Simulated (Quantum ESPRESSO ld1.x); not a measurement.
Radial electron density D(r) = 4 pi r^2 rho(r) of an atom or ion with 55 electrons. Method: non-relativistic Kohn-Sham, LDA (Slater exchange, Perdew-Zunger correlation), spin-unpolarised, spherical densities, point nucleus; computed with ld1.x of Quantum ESPRESSO 7.5.

```
   r/bohr * D(r) (the largest magnitude, 97.6, reaches the edge; | marks zero)
  0.00285 |     *
 0.003318 |      *
 0.003862 |        *
 0.004497 |           *
 0.005193 |             *
 0.006045 |                 *
 0.007038 |                    *
 0.008128 |                        *
 0.009462 |                            *
  0.01102 |                                *
  0.01272 |                                    *
  0.01481 |                                      *
  0.01724 |                                        *
  0.01991 |                                        *
  0.02318 |                                        *
  0.02699 |                                      *
  0.03117 |                                    *
  0.03628 |                                    *
  0.04224 |                                     *
  0.04878 |                                         *
  0.05679 |                                              *
  0.06611 |                                                   *
  0.07635 |                                                      *
  0.08888 |                                                     *
   0.1035 |                                                 *
   0.1205 |                                            *
   0.1391 |                                         *
    0.162 |                                          *
   0.1885 |                                             *
   0.2177 |                                               *
   0.2535 |                                            *
   0.2951 |                                   *
   0.3408 |                         *
   0.3968 |                  *
   0.4619 |                *
   0.5334 |                  *
    0.621 |                   *
   0.7229 |                 *
   0.8349 |            *
    0.972 |       *
    1.132 |     *
    1.307 |    *
    1.521 |   *
    1.771 |  *
    2.045 | *
    2.381 |*
    2.772 |*
    3.227 *
    3.727 *
    4.339 *
    5.051 *
    5.833 *
    6.791 *
    7.905 *
```

What is the nuclear charge?

Answer. Z = 58. The innermost maximum, from 1s, lies near 1/Z = 0.0172 bohr (found: 0.0193), and its height grows with Z. The density is that of the cerium ion Ce3+ in [Xe] 4f0.5 6s0.5; the configuration itself is not fixed sharply by these data, and Z only to a few units. D(r) has 4 maxima, at r = 0.0193, 0.0807, 0.218, 0.601 bohr, and minima at 0.0351, 0.147, 0.440 bohr, inside which lie 1.98, 11.40, 28.98 electrons.
